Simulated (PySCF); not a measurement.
Fill in the blanks.

C₄H₇B.
Geometry (PBE0-D3(BJ)/def2-SVP, Å), atoms numbered from 1 in this order:
```
atom  x, y, z in Å
C1     2.1479   -0.1516   -0.2668
B2     0.8585    0.3076   -1.0254
C3    -0.5361    0.1862   -0.4513
C4    -1.6667    0.0776    0.0032
C5    -3.0050   -0.0575    0.5425
H6     2.7793   -0.7754   -0.9226
H7     2.7572    0.7497   -0.0654
H8     1.9731   -0.6739    0.6834
H9     0.9736    0.8040   -2.1276
H10   -3.2994   -1.1192    0.5653
H11   -3.7487    0.4887   -0.0584
H12   -3.0520    0.3162    1.5777
```

```json
{"property": "rotational constants A, B, C", "level": "PBE0-D3(BJ)/def2-SVP", "value": "25.876, 1.913, 1.821 GHz"}
{"property": "dipole moment", "level": "PBE0/def2-SVPD", "value": "?"}
{"property": "HOMO energy", "level": "PBE0/def2-SVPD", "value": "-7.32 eV"}
{"property": "LUMO energy", "level": "PBE0/def2-SVPD", "value": "-1.57 eV"}
{"property": "lowest singlet excitation", "level": "TDDFT PBE0/def2-SVPD", "value": "?"}
{"property": "strongest line among the 10 lowest singlet transitions", "level": "TDDFT PBE0/def2-SVPD", "value": "S9 at 7.97 eV (155 nm, f = 0.637)"}
{"property": "lowest triplet excitation (Tamm–Dancoff)", "level": "TDA PBE0/def2-SVPD", "value": "?"}
{"property": "static isotropic polarisability", "level": "PBE0/def2-SVPD", "value": "67.4 au"}
{"property": "vertical ionisation energy", "level": "ΔSCF PBE0/def2-SVPD", "value": "?"}
{"property": "electronic spatial extent ⟨r²⟩ about the centre of nuclear charge", "level": "PBE0/def2-SVPD", "value": "682 bohr²"}
{"property": "13C chemical shifts (computed TMS as zero) by class", "level": "GIAO PBE0/pcSseg-1", "value": "144.1 (C4), 99.4 (C3), 16.6 (C1), 7.6 (C5) ppm"}
{"property": "1H chemical shifts (computed TMS as zero) by class", "level": "GIAO PBE0/pcSseg-1", "value": "6.59 (H9), 2.29 (H10/H11/H12), 1.07 (H6/H7/H8) ppm"}
{"property": "isotropic shieldings of nuclei other than C and H, by class", "level": "GIAO PBE0/pcSseg-1", "value": "32 (B2) ppm"}
{"property": "largest of the computed one-bond spin–spin couplings (means over like bonds)", "level": "B3LYP/pcJ-1, spin–dipole term left out for some pairs", "value": "?"}
```

The electronic properties come from PySCF, for the isolated species, density fitting. NMR classes are plain means over equivalent atoms (diastereotopic ones count apart unless rotation or inversion swaps them), as if these changed places fast; in this geometry the members of some classes differ.

Problem. Give the largest of the computed one-bond spin–spin couplings (means over like bonds).

Solution. 13C–13C +159.0 (C3–C4), 13C–1H +138.4 (C5–H10 and 2 like it), 11B–1H +135.6 (B2–H9), 13C–1H +125.7 (C1–H6 and 2 like it), 13C–11B +96.3 (C3–B2), 13C–13C +72.5 (C4–C5), 13C–11B +54.7 (C1–B2) Hz.

Problem. What is the lowest singlet excitation?

Solution. 3.98 eV (311 nm, f = 0.000).

Problem. Give the dipole moment.

Solution. 1.64 D.

Problem. The lowest triplet excitation (Tamm–Dancoff)?

Solution. 3.65 eV.

Problem. Give the vertical ionisation energy.

Solution. 9.39 eV.

The polarisability is 9.99 Å³ as a volume (1 au = 0.148185 Å³), or 1.87 au for each of the 36 electrons. The 10 singlets span 3.98 to 8.15 eV, and their oscillator strengths add up to 1.10. The largest Löwdin shares of the LUMO are 0.37 on B2, 0.18 on C4, 0.18 on C3 and 0.09 on C1. The principal polarisabilities are 46.9, 53.3 and 101.9 au; their mean is the isotropic value.
